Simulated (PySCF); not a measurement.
From one molecule to another.

First species: C9H7FO.
SMILES: `C=Cc1cccc(C(=O)F)c1`

Second species: C6H5F3NP.
SMILES: `CC#CP(CC#N)C(F)(F)F`

Levels: PBE0/pcSseg-1 for dipole moment, HOMO energy, LUMO energy and HOMO–LUMO gap; GFN2-xTB for rotational constant A and rotational constant C. Geometries: GFN2-xTB. All species are isolated and taken at one optimised geometry, non-relativistic unless stated; the electronic structure was computed with PySCF and density fitting.

Dipoles, sizes and rotational constants follow the conformer. The torsions of the flexible species, by atom-mapped SMILES:
- `[CH2:1]=[CH:2][c:3]1[cH:4][cH:5][cH:6][c:7]([C:8](=[O:9])[F:10])[cH:11]1`: C1–C2–C3–C4 180°, C6–C7–C8–O9 0°
- `[CH3:1][C:2]#[C:3][P:4]([CH2:5][C:6]#[N:7])[C:8]([F:9])([F:10])[F:11]`: C3–P4–C5–C6 171°, C3–P4–C8–F9 -175°

```csv
property,column X,column Y
dipole moment,4.10 D,6.40 D
HOMO energy,-7.19 eV,-7.79 eV
LUMO energy,-2.01 eV,-1.05 eV
HOMO–LUMO gap,5.18 eV,6.74 eV
rotational constant A,1.864 GHz,1.371 GHz
rotational constant C,0.559 GHz,0.516 GHz
```

(1) Which column belongs to which species?

(2) How does each property change from the first species to the second?

Results:

(1) Column X is the first species and column Y the second. The first has 18 atoms and 78 electrons, the second 16 and 90.

(2) dipole moment +2.30 D; HOMO energy -0.60 eV; LUMO energy +0.96 eV; HOMO–LUMO gap +1.56 eV; rotational constant A -0.493 GHz; rotational constant C -0.043 GHz.

On the first: In atomic units the dipole is 1.61 e·bohr (1 au = 2.5417 D).

On the second: A dipole of 6.40 D is allowed in C1, and pure rotational transitions are dipole-allowed. The dipole equals about 21.3 × 10⁻³⁰ C·m (1 D = 3.33564 × 10⁻³⁰ C·m).
